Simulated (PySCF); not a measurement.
Ligand exchange on a metal centre used in film growth or etching (Y Cl-F). Isolated molecules, 0 K electronic values unless said otherwise.

All values below come from TPSSh-D3(BJ)/def2-TZVP // r2SCAN-D4/def2-SVP (PySCF). 

| species | charge on the central atom (Mulliken) (e) | HOMO–LUMO gap (eV) | coordination number |
|---|---|---|---|
| 0 of 3 Cl replaced by F ([Y(Cl)3]) | 1.30 | [?] | 3 |
| 1 of 3 Cl replaced by F ([Y(Cl)2(F)]) | 1.39 | 5.30 | 3 |
| 2 of 3 Cl replaced by F ([Y(Cl)(F)2]) | [?] | 5.36 | 3 |
| 3 of 3 Cl replaced by F ([Y(F)3]) | [?] | 6.80 | 3 |

**Question.** Some entries are withheld; supply them.

**Answer.** 
- 0 of 3 Cl replaced by F ([Y(Cl)3]), HOMO–LUMO gap (eV): 5.22
- 2 of 3 Cl replaced by F ([Y(Cl)(F)2]), charge on the central atom (Mulliken) (e): 1.48
- 3 of 3 Cl replaced by F ([Y(F)3]), charge on the central atom (Mulliken) (e): 1.56
